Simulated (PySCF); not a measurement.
## Solvent effects on NMR parameters

Atom-mapped SMILES (the numbers label the heavy atoms): `[CH3:1][C+:2]1[CH2:3][CH2:4][CH2:5][CH2:6][CH2:7]1`; H(Xn) means a hydrogen on atom n.

GIAO PBE0/pcSseg-1 in PySCF 2.14 on one PBE0-D3(BJ)/def2-SVP conformer, non-relativistic, equivalent nuclei averaged. Solvents enter as an IEF-PCM continuum (chloroform with ε = 4.7, dimethylsulfoxide with ε = 46.8) around the gas-phase geometry. Shifts are referred to TMS computed in the same medium.

In chloroform, δ in ppm: C2 335.8, C3/C7 64.4, C4/C6 61.6, C1 48.7, C5 31.0, H(C1) 3.94, H(C3)/H(C7) 3.76, H(C4)/H(C6) 3.14, H(C5) 1.76. Dipole moment 2.45 D.

(1) How does each δ change in the more polar medium?

(2) Which nuclei move most (in ppm), and what does the model miss?

Answers

(1) 
```
      atoms                       environment  Δδ, dimethylsulfoxide
         C2                carbocation centre                   +0.7
      C3/C7                 sp3 CH2 in a ring                   -0.2
      C4/C6                 sp3 CH2 in a ring                   -0.8
         C1                     methyl carbon                   +0.4
         C5                 sp3 CH2 in a ring                    0.0
      H(C1)       hydrogen on a methyl carbon                  +0.01
H(C3)/H(C7)  hydrogen on an sp3 CH2 in a ring                  +0.02
H(C4)/H(C6)  hydrogen on an sp3 CH2 in a ring                  -0.06
      H(C5)  hydrogen on an sp3 CH2 in a ring                  -0.06
```

Changes are relative to chloroform. The dipole moment becomes 2.66 D in dimethylsulfoxide.

(2) C2 (carbocation centre, +0.7 ppm) and C4/C6 (sp3 CH2 in a ring, -0.8 ppm) in dimethylsulfoxide. A continuum only polarises the solute; specific hydrogen bonds, the anisotropy of aromatic solvents and changes of geometry or conformer are outside it, as are counter-ions.
